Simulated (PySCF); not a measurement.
Relaxation of doublet IF₄

Method: UPBE0 in PySCF with I def2-SVP with ECP28, F def2-SVP; scalar-relativistic core potentials, no spin–orbit coupling; density-fitted integrals. A (50,194) grid was used.

A hand-made see-saw start, of C2v symmetry, held to at least that symmetry:

```xyz
5
charge 0 multiplicity 2, angstrom
I     0.0000    0.0000   -0.2593
F     0.0000    1.9625   -0.0876
F     0.0000   -1.9625   -0.0876
F     1.5524    0.0000    0.9536
F    -1.5524    0.0000    0.9536
```

**Question.** What forces act on the atoms at the start (eV/Å)?

**Answer.** 
```csv
atom,Fx,Fy,Fz
I1,0.00,0.00,-2.68
F2,0.00,-0.88,0.24
F3,0.00,0.88,0.24
F4,-0.92,0.00,1.11
F5,0.92,0.00,1.11
```

**Question.** What does it relax to?

**Answer.** It ends at C2v with I–F 1.934 Å (×2), I–F 1.939 Å (×2); F–I–F 78.8°, F–I–F 86.5° (×4), F–I–F 171.0° (after a last refinement on a finer grid). A frequency run shows a minimum.

**Question.** How much energy is released, and in how many steps?

**Answer.** 73.0 kJ/mol in 5 steps.

Spin–orbit coupling, left out here, can matter for elements this heavy.
